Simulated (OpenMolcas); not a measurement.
A calculation on Xe⁶⁺.

| Property | Result |
| --- | --- |
| Program | OpenMolcas |
| Method | CASSCF |
| Basis | ANO-RCC-VQZP [8s7p5d3f2g] |
| Scalar Hamiltonian | DKH2, point nucleus |
| Active space | 2 electrons in 4 orbitals (5s 5p) |
| State averaging | 2S+1 = 3 even, 3 roots; 2S+1 = 1 even, 7 roots; 2S+1 = 3 odd, 3 roots; 2S+1 = 1 odd, 3 roots |
| Spin-orbit coupling | RASSI with atomic mean-field integrals over the reference wave functions, term energies averaged over their components |

(1) Which level of the active space comes out lowest?

(2) How high does 5s 5p 3P* 2 lie?

(3) How high does 5s 5p 3P* 1 lie?

(4) How high does 5p2 3P0 lie?

(5) The level at 239195 cm-1 has J = 2. What is it made of, and what is its g factor?

Measured values: Saloman, J. Phys. Chem. Ref. Data 33, 765 (2004).

Answers

(1) 5s2 1S0, with 100 % of that term; it is also the measured ground level.

(2) 107266 cm-1 above the lowest level; measured 113676 cm-1 above the ground level, so the calculation is off by -6 %.

(3) 96379 cm-1 above the lowest level; measured 100451 cm-1 above the ground level, so the calculation is off by -4 %.

(4) 224850 cm-1 above the lowest level; measured 223673 cm-1 above the ground level, so the calculation is off by +1 %.

(5) 77 % 5p2 3P2, 23 % 5p2 1D; g = 1.388, against 1.501 from Landé's formula for the pure leading term.

The ¹D term of p² mixes with s d, which this space lacks. Measured partners are found by configuration, term and J. A level has none where our copy of the source lacks it or the pairing is in doubt (some pairs that miss far off the trend of their configuration count as doubtful), and it then counts in no deviation. Only configurations of the active space appear.

* marks odd parity.
